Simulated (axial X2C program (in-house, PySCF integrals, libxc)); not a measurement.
# AsSe⁺ along the bond: BP86, with spin–orbit coupling

All values were computed with an axial X2C code built on PySCF integrals. Two-component (2c) means X2C with spin–orbit coupling and atomic mean-field two-electron Coulomb and Gaunt terms. Basis: Se dyall-cv3z [8s9p6d4f1g], As dyall-cv3z [9s9p6d4f1g] (cores contracted in-house); Gaussian nuclei, density fitting, unrestricted open shells. Masses: Se 79.917 u, As 74.922 u.

State: Ω = 0 (closed shell). Dipoles are positive if As is the positive end and refer to the centre of mass.

Results along the bond:

| R (Å) | μ (D) | HOMO (eV) | LUMO (eV) |
| --- | --- | --- | --- |
| 1.796 | 0.615 | -14.76 | -10.37 |
| 1.878 | 0.799 | -14.81 | -10.57 |
| 1.940 | 0.935 | -14.64 | -10.70 |
| 2.002 | 1.069 | -14.42 | -10.83 |
| 2.064 | 1.198 | -14.20 | -10.95 |
| 2.136 | 1.343 | -13.98 | -11.08 |
| 2.208 | 1.482 | -13.77 | -11.20 |
| 2.301 | 1.649 | -13.53 | -11.34 |
| 2.415 | 1.835 | -13.28 | -11.48 |
| 2.580 | 2.073 | -12.98 | -11.64 |

The state is one determinant whose occupation by symmetry is held fixed; it was picked as the lowest of a PBE0 search that is not exhaustive. Closed shells are restricted here (equal orbitals for both partners); the stretched side of such a curve lies too high.
